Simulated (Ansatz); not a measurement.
Harmonic vibrations of the cluster NiO2⁻ by finite differences.

```yaml
crystal:
  periodic: [false, false, false]
  atoms:
    - {symbol: Ni, position_ang: [-0.025826, -0.013927, 0.000420]}
    - {symbol: O, position_ang: [-1.465854, -0.790581, 0.024000]}
    - {symbol: O, position_ang: [1.491681, 0.804508, -0.024411]}
basis:
  gaussian: {orbitals: def2-TZVPD}
total_charge: -1
magnetization: {spin_polarized: true, initial_magnetization: 1}
hamiltonian: {xc: pbe0, dispersion: d4}
scf: {omitted_lower_state_checks: [starts]}
phonons: {temperatures: {t_min: 298.15, t_max: 900, t_step: 200}}
```

```sh
$ ansatz run in.yaml --threads 4 --pin off --events-out ev --progress --plain --max-ram 3916MiB
```

It prints (some lines left out):

```
Functional definition: PBE0
mean field -45128.04807374 eV, -1658.4251778204 hartree, gradient 4.2e-6 eV, S^2 1.426221; 0 other end points of the search recorded, 0 dependent functions left out
mean field -45128.04807192 eV, -1658.4251777535 hartree, gradient 3.0e-6 eV, S^2 1.426226; 0 other end points of the search recorded, 0 dependent functions left out
mean field -45128.04807189 eV, -1658.4251777525 hartree, gradient 3.0e-6 eV, S^2 1.426226; 0 other end points of the search recorded, 0 dependent functions left out
mean field -45128.04806674 eV, -1658.4251775629 hartree, gradient 2.8e-6 eV, S^2 1.426227; 0 other end points of the search recorded, 0 dependent functions left out
mean field -45128.04806674 eV, -1658.4251775629 hartree, gradient 2.8e-6 eV, S^2 1.426227; 0 other end points of the search recorded, 0 dependent functions left out
mean field -45128.04791151 eV, -1658.4251718584 hartree, gradient 2.5e-6 eV, S^2 1.422713; 0 other end points of the search recorded, 0 dependent functions left out
mean field -45128.04791539 eV, -1658.4251720011 hartree, gradient 2.4e-6 eV, S^2 1.429708; 0 other end points of the search recorded, 0 dependent functions left out
mean field -45128.04807325 eV, -1658.4251778025 hartree, gradient 2.0e-6 eV, S^2 1.426222; 0 other end points of the search recorded, 0 dependent functions left out
mean field -45128.04807327 eV, -1658.4251778030 hartree, gradient 2.0e-6 eV, S^2 1.426222; 0 other end points of the search recorded, 0 dependent functions left out
mean field -45128.04807190 eV, -1658.4251777527 hartree, gradient 2.8e-6 eV, S^2 1.426222; 0 other end points of the search recorded, 0 dependent functions left out
mean field -45128.04807190 eV, -1658.4251777527 hartree, gradient 2.8e-6 eV, S^2 1.426222; 0 other end points of the search recorded, 0 dependent functions left out
mean field -45128.04795348 eV, -1658.4251734008 hartree, gradient 2.1e-6 eV, S^2 1.425215; 0 other end points of the search recorded, 0 dependent functions left out
mean field -45128.04797037 eV, -1658.4251740214 hartree, gradient 1.7e-6 eV, S^2 1.427231; 0 other end points of the search recorded, 0 dependent functions left out
mean field -45128.04807331 eV, -1658.4251778043 hartree, gradient 1.9e-6 eV, S^2 1.426224; 0 other end points of the search recorded, 0 dependent functions left out
mean field -45128.04807332 eV, -1658.4251778048 hartree, gradient 1.9e-6 eV, S^2 1.426224; 0 other end points of the search recorded, 0 dependent functions left out
mean field -45128.04807209 eV, -1658.4251777595 hartree, gradient 1.4e-6 eV, S^2 1.426224; 0 other end points of the search recorded, 0 dependent functions left out
mean field -45128.04807209 eV, -1658.4251777595 hartree, gradient 1.4e-6 eV, S^2 1.426224; 0 other end points of the search recorded, 0 dependent functions left out
mean field -45128.04803889 eV, -1658.4251765395 hartree, gradient 2.7e-6 eV, S^2 1.430697; 0 other end points of the search recorded, 0 dependent functions left out
mean field -45128.04801800 eV, -1658.4251757719 hartree, gradient 2.1e-6 eV, S^2 1.421686; 0 other end points of the search recorded, 0 dependent functions left out
Total energy: -45128.08879119 eV, -1658.4266741591 hartree
Atom 0 at    -0.025826    -0.013927     0.000420 Å, force    -0.001244    -0.000673     0.000026 eV/Å
Atom 1 at    -1.465854    -0.790581     0.024000 Å, force     0.004684     0.002527    -0.000079 eV/Å
Atom 2 at     1.491681     0.804508    -0.024411 Å, force    -0.003440    -0.001855     0.000054 eV/Å
Dipole moment:     0.192363     0.103749    -0.003156 e Å
Vibrations: 88.11 171.78 536.20 896.92 cm⁻¹, zero-point energy 0.104953 eV
Checks for a lower state left out: starts
```

Run time 33 s (4 threads of Arm Neoverse V2 on a shared host).

The charge -1 doublet is spin-contaminated (final ⟨S²⟩ up to 1.43, 0.75 for a pure state). At PBE0-D4/def2-TZVPD a quartet of charge -1 lies 0.17 eV below the doublet, each at its own geometry. The structure comes from a short search, and lower isomers may exist.
